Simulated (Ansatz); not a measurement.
The cluster Fe₃S₄. Total charge 0; singlet. Geometry r2SCAN-D4/def2-SVP; atoms count from 1.

```xyz
7

Fe    0.680    0.567    0.539
Fe   -0.100   -0.722   -1.350
Fe   -1.418    0.041    0.329
S    -0.556    1.388   -1.053
S     1.188    1.833    1.962
S    -1.412   -1.964   -0.240
S     1.618   -1.143   -0.186
```

Another isomer (singlet) lies 0.83 eV lower at PBE0-D4/def2-TZVP; other spin states weren't run for this one.

(1) Estimate the Mulliken populations from the PBE0/def2-TZVP orbitals of Ansatz.

(2) And the Mayer bond orders between heavy atoms (over 0.3)?

Results:

(1) 
```csv
atom,charge (e),d electrons
Fe1,0.39,6.74
Fe2,0.38,6.83
Fe3,0.46,6.83
S4,-0.23,–
S5,-0.32,–
S6,-0.39,–
S7,-0.29,–
```
Mulliken values depend strongly on the basis.

(2) Fe1–Fe2 0.47 (2.42 Å); Fe1–Fe3 0.90 (2.17 Å); Fe1–S4 0.81 (2.18 Å); Fe1–S5 1.78 (1.97 Å); Fe1–S7 1.17 (2.08 Å); Fe2–Fe3 0.85 (2.27 Å); Fe2–S4 0.81 (2.18 Å); Fe2–S6 1.05 (2.12 Å); Fe2–S7 1.03 (2.12 Å); Fe3–S4 0.87 (2.11 Å); Fe3–S6 1.14 (2.08 Å).
